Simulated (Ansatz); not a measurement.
Reaction (redistribution): `B[SiH](F)[SiH2]N` + `BC([SiH3])Br` → `BC(B)[SiH3]` + `N[SiH2][SiH](F)Br`

Calculated with Ansatz (gas phase, PBE0-D4/def2-TZVP geometries, no zero-point term in ΔE). CCSD(T)/CBS adds triple-zeta CCSD(T) − MP2 to the extrapolated MP2 energy (def2 sets, frozen cores). DFT in def2-TZVPP. For Br outer-core shells are correlated without core-valence functions, which leaves a few kJ/mol of doubt a bond. Scalar relativity is left out up to krypton. Each species was taken in one conformer, which may not be the lowest.

| level | ΔE (kJ/mol) |
| --- | --- |
| ωB97X-V | -220.4 |
| ωB97M-V | -229.6 |
| PBE | -213.9 |
| r2SCAN | -226.3 |
| PBE0 | -222.4 |
| HF/def2-TZVPP | -216.4 |
| MP2/def2-QZVPP | -237.1 |
| MP2/CBS(def2) | -239.3 |

(1) What does CCSD(T)/CBS give? (An estimate is asked.)

Largest T1 diagnostic among the species: 0.013.

Results:

(1) The calculation gave: -225.0 kJ/mol. The listed levels differ from it by 4.6, -4.6, 11.1, -1.3, 2.6, 8.6, -12.1, -14.3 kJ/mol.

The D4 term adds −3.1 kJ/mol with B3LYP and −1.5 kJ/mol with PBE0; it sums over pairs of atoms, weighted by their polarisabilities, and B3LYP, whose exchange is more repulsive, gets the larger term. From PBE to PBE0 (25 % exact exchange), in def2-TZVPP and without D4, ΔE moves by −8.5 kJ/mol.

B3LYP here is the variant with VWN-RPA as its local correlation; programs differ in this.
